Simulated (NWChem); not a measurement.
Species: H₂BO₂ cation

```xyz
5

O      0.0409    -1.2504     0.0485
B      0.0000     0.0000    -0.0181
O     -0.0409     1.2504     0.0485
H     -0.4017    -2.0185    -0.3428
H      0.4017     2.0185    -0.3428
```
Atoms are numbered in this order, from 1.

All runs: NWChem. Coordinates come from a PBE0/def2-SVP optimisation. Vertical excitations in the gas phase; the lowest state need not have the same character in each row.

| level | lowest excitation, singlet (eV) | lowest triplet (eV) | orbital gap (eV) |
|---|---|---|---|
| PBE/def2-SVPD, TDA | 9.35 | 8.66 | 9.22 |
| B3LYP/def2-SVPD, TDA | 9.76 | 9.03 | 11.24 |
| BHandHLYP/def2-SVPD, TDA | 10.43 | 9.57 | 14.28 |
